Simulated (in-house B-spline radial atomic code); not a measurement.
The numbers below are computed, except where a source is named.
**Tc in an electron gas of r_s = 2: phase shifts, screening, friction and resistivity**

A nucleus sits in a uniform electron gas with a rigid positive background. The Kohn-Sham equations are solved self-consistently in the spin-unpolarised LDA (PW92), non-relativistic, on B-splines with outgoing waves at the boundary and partial waves to l = 8. The model has no lattice, no bands and no magnetic solution. Atomic units; δ_l are the phase shifts at the Fermi level, counted so that each bound state adds π, and good to about 0.0005.

The density parameter is r_s = 2 bohr, near that of the valence electrons of Si (4 per atom, density 2.33 g/cm³, mass 28.09 u, which gives r_s = 2.01).

```csv
l,δ_l (rad)
0,11.8130
1,9.2305
2,5.4889
3,0.0625
4,0.0129
5,0.0022
6,0.0003
7,-0.0003
8,-0.0003
```

Bound levels below the band bottom (hartree): s -17.36, p -14.27, d -8.565, s -1.846, p -0.9567 and deeper ones.

Q: Check the Friedel sum rule, and say where the screening charge sits.

A: k_F = (9π/4)^(1/3)/r_s = 0.95958. The rule is Z = (2/π) Σ (2l + 1) δ_l. The terms are s 7.520, p 17.629, d 17.472, f 0.279 and 0.086 beyond, in all 42.985 against Z = 43. Bound states hold 8 s, 18 p, 10 d electrons, so the scattering states carry 6.99 in all; where a term is smaller than its bound count, the bound level has drawn weight out of the band.

Q: Find the transport cross section and the electronic stopping of a 1 keV Tc ion (mass 97.91 u).

A: σ_tr = (4π/k_F²) Σ (l + 1) sin²(δ_l − δ_(l+1)). The terms for l = 0 to 3 are 0.2813, 0.6377, 1.7134, 0.0098, all together 2.6429, so σ_tr = 13.647 × 2.6429 = 36.068 bohr². With n = 3/(4π r_s³) = 0.02984, the friction coefficient is Q = n k_F σ_tr = 1.0328. For v well below v_F = 0.960, dE/dx = Q v; with 24801 eV per u at v = 1, v = √(1000/(24801 × 97.91)) = 0.0203, so dE/dx = 0.02096 hartree/bohr = 10.8 eV/nm. The largest term couples the d and f waves.

Q: What residual resistivity would 1 atomic per cent of such centres give in a metal of this density?

A: Δρ = k_F n_i σ_tr/n in atomic units of 21.74 μΩ·cm. With one host atom per 4 electrons, n_i/n = 0.01/4, so Δρ = 0.9596 × 0.00250 × 36.068 × 21.74 = 1.88 μΩ·cm. This is an atom added to the gas, as on an interstitial site.

Q: On a substitutional site the background of one host ion, a sphere holding 4 charges, is taken out. The phase shifts for l = 0 to 4 become 11.3311, 8.7876, 4.8686, -0.0737, -0.0214. What follows?

A: The Friedel sum is now 38.99, for Z − 4 = 39. The sum in σ_tr is 4.1576, so σ_tr = 56.74 bohr² and Δρ = 2.96 μΩ·cm per atomic per cent, 1.57 times the value above. A real host ion scatters too, so this model doesn't give zero even for the host's own atom.
